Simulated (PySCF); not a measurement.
Computed spin Hamiltonian

Species: C7H9 (doublet state).
SMILES with atom numbers: `[CH2:1]=[C:2][C@H:3]1[CH:4]=[C:5]([CH3:6])[CH2:7]1` (hydrogens: H8, H9 on C1; H10 on C3; H11 on C4; H12, H13, H14 on C6; H15, H16 on C7)

Structure used (GFN2-xTB), in Å, numbered top down from 1:
```xyz
16
C7H9 angstrom
C      2.7346    1.0927    0.3697
C      2.0551    0.1355   -0.1753
C      0.9371   -0.7564    0.0288
C     -0.0329   -0.3916    1.1513
C     -1.0668   -0.2174    0.3319
C     -2.4953    0.1465    0.4870
C     -0.2869   -0.5414   -0.9177
H      2.5361    1.4947    1.3662
H      3.5674    1.5611   -0.1358
H      1.2792   -1.7950    0.0602
H      0.1265   -0.2935    2.2088
H     -3.1319   -0.6469    0.0947
H     -2.7140    1.0549   -0.0747
H     -2.7397    0.3110    1.5337
H     -0.1675    0.2857   -1.6155
H     -0.6086   -1.4309   -1.4574
```

The hyperfine couplings belong to this conformer and change with its torsions.

The calculation used UKS B3LYP, pcH-1 on C H, non-relativistic, mean-field spin-orbit, GIAO (PySCF 2.14.0). Isolated species at its GFN2-xTB geometry (one conformer only). Couplings are sensitive to structure, and on GFN2-xTB geometries they can be far from those on DFT ones. The SCF solution wasn't tested for stability.

- g1, g2, g3: 2.00151, 2.00208, 2.00289
- g_iso: 2.00216
- Form of g: rhombic: the two nearest values differ by 42 % of g3 − g1
- ⟨S²⟩: 0.7581 (exact 0.7500)
- HOMO–LUMO gap, α and β orbitals: 5.79, 5.21 eV
- Total energy: -272.03501 Eh
- Basis functions: 265

Hyperfine couplings atom by atom, in 10⁻⁴ cm⁻¹; T1 to T3 are the principal values of the dipolar part; ρ(0) is the spin density at the nucleus (1 × 10⁻⁴ cm⁻¹ = 2.998 MHz):

| atom | isotope | a_iso | T1 | T2 | T3 | Mulliken spin population | ρ(0) (bohr⁻³) |
| --- | --- | --- | --- | --- | --- | --- | --- |
| C1 | 13C | -1.7 | -5.6 | 0.6 | 5.0 | -0.16 | -0.0046 |
| C2 | 13C | 82.5 | -26.8 | -20.4 | 47.2 | 0.96 | 0.2199 |
| C3 | 13C | 3.8 | -1.7 | -1.4 | 3.1 | -0.05 | 0.0102 |
| C4 | 13C | 23.7 | -2.7 | -2.6 | 5.3 | 0.07 | 0.0633 |
| C5 | 13C | -0.5 | -0.7 | -0.1 | 0.7 | 0.01 | -0.0014 |
| C6 | 13C | 0.6 | -0.1 | -0.1 | 0.2 | 0.00 | 0.0016 |
| C7 | 13C | 9.8 | -0.8 | -0.6 | 1.4 | 0.02 | 0.0262 |
| H8 | 1H | 58.1 | -1.5 | -0.6 | 2.1 | 0.09 | 0.0390 |
| H9 | 1H | 38.4 | -2.1 | -1.7 | 3.8 | 0.04 | 0.0257 |
| H10 | 1H | 5.4 | -2.2 | -1.6 | 3.8 | 0.01 | 0.0036 |
| H11 | 1H | 0.1 | -1.6 | -0.4 | 1.9 | 0.00 | 0.0001 |
| H12 | 1H | -0.2 | -0.2 | -0.2 | 0.4 | 0.00 | -0.0001 |
| H13 | 1H | 1.4 | -0.3 | -0.2 | 0.5 | 0.00 | 0.0010 |
| H14 | 1H | 0.2 | -0.3 | -0.2 | 0.5 | 0.00 | 0.0001 |
| H15 | 1H | -0.5 | -1.5 | -0.8 | 2.3 | 0.00 | -0.0003 |
| H16 | 1H | 1.8 | -0.7 | -0.6 | 1.3 | 0.00 | 0.0012 |

Largest spin populations (Mulliken): C2 (+0.96), C1 (-0.16), H8 (+0.09) and C4 (+0.07). No atom but C2 exceeds +0.15.

Under fast tumbling the dipolar parts average out, and these isotropic splittings remain: 1 × 1H (H8, I = 1/2, 2 lines) with 6.21 mT, 1 × 1H (H9, I = 1/2, 2 lines) with 4.10 mT, 1 × 1H (H10, I = 1/2, 2 lines) with 0.58 mT, 1 × 1H (H16, I = 1/2, 2 lines) with 0.19 mT, 3 × 1H (H12/H13/H14, I = 1/2, 4 lines) with 0.05 mT and 1 × 1H (H15, I = 1/2, 2 lines) with 0.05 mT.

Class means assume fast exchange of nuclei equivalent by connectivity; if that motion is slow, each nucleus keeps its own coupling.

The 13C coupling of C2 (247.2 MHz) shows only in satellite lines or after enrichment, since that isotope makes up about 1.07 % of natural carbon.

The spin density at the nucleus, in bohr⁻³, is negative for C1 (-0.0046) and C5 (-0.0014), for instance. A restricted open-shell determinant has no negative spin density anywhere; here it arises because α and β orbitals differ (spin polarisation).

Hardware: an Arm Neoverse V1 with one thread, shared host with 32 logical CPUs at a one-minute load of 27. Cost: 68 s (grids of density and orbitals included), 0.97 GiB resident at most.
